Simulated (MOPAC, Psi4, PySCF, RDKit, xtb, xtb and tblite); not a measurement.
Two geometries of SMILES [SiH3]O[SiH2]Cc1cccs1, relaxed at GFN2-xTB with one dihedral held; other torsions can differ between them too.

Structure A

```
19

Si    -2.1815     0.4772    -1.1561
O     -1.8450     0.4049     0.4277
Si    -1.2199     0.2481     1.9103
C      0.4494    -0.6937     1.7769
C      1.5856     0.1087     2.2862
C      2.4314     0.9183     1.5947
C      3.3718     1.5820     2.4175
C      3.2259     1.2760     3.7285
S      1.9329     0.1643     3.9866
H     -1.9251    -0.8508    -1.7135
H     -1.2966     1.4826    -1.7419
H     -3.5897     0.8529    -1.2345
H     -2.1887    -0.5308     2.6791
H     -1.0267     1.6044     2.4165
H      0.6350    -0.9461     0.7315
H      0.3874    -1.6276     2.3364
H      2.3898     1.0340     0.5259
H      4.1221     2.2551     2.0418
H      3.7929     1.6247     4.5683
```

Structure B

```
19

Si    -2.4377     0.2354    -1.0707
O     -1.9928     0.4060     0.4816
Si    -1.2014     0.3983     1.8873
C      0.4186    -0.6272     1.7227
C      0.7647    -0.8734     0.3051
C      0.3920    -1.9143    -0.4877
C      0.8527    -1.7980    -1.8200
C      1.5640    -0.6644    -2.0290
S      1.6864     0.2870    -0.5975
H     -2.6658    -1.1888    -1.3021
H     -1.3653     0.7621    -1.9105
H     -3.6641     1.0215    -1.1806
H     -2.0984    -0.2302     2.8539
H     -0.8882     1.7953     2.1792
H      0.2982    -1.5873     2.2269
H      1.2325    -0.0999     2.2197
H     -0.1841    -2.7487    -0.1279
H      0.6608    -2.5312    -2.5832
H      2.0309    -0.3199    -2.9301
```

Q: Which is lower in energy at the level Psi4 with PBE0-D3(BJ)/def2-SVP // GFN2-xTB, and by how much?

A: B is lower, by 13.01 kJ/mol (dihedral O2–Si3–C4–C5: 120° in A, 15° in B).

E(B) − E(A) in kJ/mol at the other levels, on the same two geometries: GFN2-xTB (xtb and tblite) -6.94; MMFF94 // GFN2-xTB (RDKit) 0.43; PBE0/def2-SVP // GFN2-xTB (Psi4) -5.42; PBE/def2-SVP // GFN2-xTB (Psi4) -4.37; PBE-D3(BJ)/def2-SVP // GFN2-xTB (Psi4) -11.90; UFF // GFN2-xTB (RDKit) -16.86; PM7, restricted, heats of formation // GFN2-xTB (MOPAC) -1.85; PM3, restricted, heats of formation // GFN2-xTB (MOPAC) 14.03; GFN1-xTB // GFN2-xTB (xtb) -7.45; restricted B3LYP/6-31G*, spherical d, density fitting // GFN2-xTB (PySCF) -0.05; restricted M06-2X/6-31G*, spherical d, density fitting // GFN2-xTB (PySCF) -12.93; restricted MP2 (frozen core)/3-21G // GFN2-xTB (PySCF) -9.51; restricted BP86/6-31G*, spherical d, density fitting // GFN2-xTB (PySCF) -0.16.
